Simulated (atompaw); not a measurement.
**Building the PAW (atompaw) potential for iridium (PBE, scalar-relativistic).**

```
Element                 : Ir
Generator               : atompaw 4.2.0.5
Type                    : PAW
Functional              : PBE
Relativity              : scalar-relativistic
Frozen core             : [Xe] 4f14
Valence charge          : 9
Reference configuration : 5d7 6s1.5 6p0.5
Partial waves           : 6s (bound): rc 2.25 bohr; 6s channel at 1 Ry: rc 3.00 bohr; 6p (bound): rc 3.00 bohr; 6p channel at 2.15 Ry: rc 3.00 bohr; 5d (bound): rc 3.00 bohr; 5d channel at 0.05 Ry: rc 3.00 bohr; 5f channel at -0.15 Ry: rc 3.00 bohr; 5f channel at 2 Ry: rc 3.00 bohr
Local potential         : bessel scheme, radius 2.60 bohr
Core correction         : smooth core density matched at 1.65 bohr
Augmentation charge     : sinc compensation charge, radius 2.40 bohr; PAW radius 3.00 bohr; waves and projectors: custom rrkj gramschmidtortho
```

- Cutoffs needed: 10 Ry and 18 Ry (the cutoffs (Ry, on a coarse ladder) from which the occupation-weighted sum of valence levels, in a spherical-Bessel basis at the reference potential, stays within 10 and 1 mRy of its value at 400 Ry)
- Ghost test: no extra level below or beside the all-electron valence levels (s, p, d, f tested) (spherical-Bessel basis up to 400 Ry, 20 bohr box)
- Lowest eigenvalue of the overlap operator: 0.10 (d channel)
- Overlap eigenvalues printed by atompaw (projector basis): 0.0145, 0.0222, 0.0603, 0.0801, 0.908, 4.1, 5.6, 36.7
- Share of each valence orbital outside the PAW sphere: 6s 39 %, 6p 78 %, 5d 6 %
